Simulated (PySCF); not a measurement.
PBE on Hf²⁺ (hafnium, charge +2), [Xe] 4f14 5d1 6s1, 6s spin antiparallel (an excited configuration). All numbers are calculated (PySCF 2.14, the spin-free X2C one-electron Hamiltonian (Gaussian nucleus), in x2c-TZVPPall).

```
cycle= 1 E= -15077.7559635043  delta_E= -0.0487  |g|= 0.342  |ddm|= 1.37
cycle= 2 E= -15077.7247839195  delta_E= 0.0312  |g|= 0.412  |ddm|= 1.76
cycle= 3 E= -15077.7677808885  delta_E= -0.043  |g|= 0.0332  |ddm|= 1.73
cycle= 4 E= -15077.7683036242  delta_E= -0.000523  |g|= 0.0131  |ddm|= 0.109
cycle= 5 E= -15077.7683448493  delta_E= -4.12e-05  |g|= 0.0127  |ddm|= 0.0336
cycle= 6 E= -15077.7683920594  delta_E= -4.72e-05  |g|= 0.000445  |ddm|= 0.0369
cycle= 7 E= -15077.7683921332  delta_E= -7.38e-08  |g|= 5.27e-05  |ddm|= 0.000546
cycle= 8 E= -15077.7683921341  delta_E= -8.71e-10  |g|= 1.16e-05  |ddm|= 6.77e-05
converged SCF energy = -15077.7683921341  <S^2> = 1.0008061  2S+1 = 2.2367888
```

Highest occupied orbital energy: -18.462 eV; ⟨L²⟩ = 8.99; populations by l: s 10.50, p 24.00, d 21.50, f 14.00.

Question: Can this result be used?

Answer: Not for this state. Self-consistency was reached. ⟨L²⟩ = 8.99 against 6 for a pure D term, so this real determinant mixes terms. Spin-orbit coupling, absent here, splits the open shell strongly. With the s spin flipped the determinant is a mixture of two multiplicities, not a spectroscopic state. The s, p, d and f populations moved away from the nominal configuration during the SCF.
